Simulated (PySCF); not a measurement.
Compound: C4H4FNSe.
SMILES with atom numbers: `[F:1][CH2:2][c:3]1[cH:4][n:5][se:6][cH:7]1` (hydrogens: H8, H9 on C2; H10 on C4; H11 on C7)

Geometry (PBE0-D3(BJ)/def2-SVP, Å), atoms numbered from 1 in this order:
```xyz
11
C4H4FNSe angstrom
F     -2.155    0.015   -0.926
C     -1.529   -0.164    0.286
C     -0.048   -0.007    0.157
C      0.825   -1.053   -0.295
N      2.101   -0.822   -0.421
Se     2.430    0.894    0.042
C      0.641    1.154    0.394
H     -1.775   -1.175    0.651
H     -1.935    0.571    1.000
H      0.459   -2.058   -0.540
H      0.226    2.102    0.738
```

Level: PBE0/def2-SVPD in PySCF, non-relativistic, on one gas-phase PBE0-D3(BJ)/def2-SVP geometry that isn't relaxed in the solvent. The solvent is an IEF-PCM continuum (cavity from Bondi-type radii × 1.2). Specific hydrogen bonds and non-electrostatic terms are outside this model. Spin–orbit coupling is left out although an atom past zinc is present.

Gas phase at PBE0/def2-SVPD: HOMO -7.44 eV, LUMO -1.49 eV, dipole 2.48 D.

What does the continuum do to the energy, the frontier levels and the dipole at PBE0/def2-SVPD in tetrahydrofuran and methanol?

```csv
solvent,ε,E(solvent) − E(gas) (kcal/mol),polarisation term (kcal/mol),distortion of the solute (kcal/mol),HOMO (eV),LUMO (eV),dipole (D)
tetrahydrofuran,7.426,-5.30,-6.23,0.93,-7.36,-1.38,3.30
methanol,32.61,-6.43,-7.84,1.41,-7.36,-1.37,3.50
```

Polarisation term: ½ Σ q·V over the induced surface charges. Distortion: the rise of the solute's own energy as its density leaves the gas-phase optimum. From tetrahydrofuran to methanol the lowering changes by a factor 1.21, Onsager's factor (ε − 1)/(2ε + 1) by 1.18 and ε itself by 4.4.

Which radius a makes the point-dipole formula ΔE = −[(ε − 1)/(2ε + 1)]·μ²/a³ give the value in methanol, with the gas-phase dipole?

μ = 0.977 au and |ΔE| = 0.01024 Eh give a = 1.87 Å; the farthest nucleus lies 2.67 Å from the centroid of the nuclei, so such a sphere wouldn't even hold the nuclei. The formula assumes a rigid point dipole at the centre of a sphere.

Give the dipole vector in the frame of the coordinates (D, pointing from negative to positive charge), gas and methanol.

Gas (-0.66, 1.16, 2.09), solvent (-1.20, 1.70, 2.81). Its length changes by +41 % and its direction by 5°.

How does the static polarisability (PBE0/def2-SVPD, frozen core, with the continuum's full static response) change?

```
         medium  isotropic (au)  principal values (au)  ⟨r²⟩ of the electrons (bohr²)
            gas            77.6      53.9, 76.4, 102.5                         1166.4
tetrahydrofuran           102.2     69.9, 101.8, 135.0                         1166.3
       methanol           108.3     74.7, 108.1, 142.1                         1166.3
```

The isotropic value in methanol is 1.40 times the gas-phase one; no cavity-field correction is applied. ⟨r²⟩ is taken about the centre of nuclear charge.

Rough CPU time on one thread of a shared machine: about 30 s. This is the whole response run at PBE0/def2-SVPD in methanol, SCF included.
